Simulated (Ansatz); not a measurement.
`CB[SiH](F)F` + `N[SiH2]S[SiH3]` → `F[SiH](F)S[SiH3]` + `CB[SiH2]N`  (redistribution)

Isolated molecules relaxed with PBE0-D4/def2-TZVP in Ansatz; ΔE leaves out vibrations. CCSD(T)/CBS adds triple-zeta CCSD(T) − MP2 to the extrapolated MP2 energy (def2 sets, frozen cores). Functionals use def2-TZVPP. Each species was taken in one conformer, which may not be the lowest.

```tsv
level	ΔE (kJ/mol)
PBE0	2.5
CCSD/def2-TZVPP	2.3
```

(1) What does CCSD(T)/CBS give? (Best estimate.)

Largest T1 diagnostic among the species: 0.012.

Answers

(1) Computed: +2.7 kJ/mol. The listed levels differ from it by -0.2, -0.4 kJ/mol.
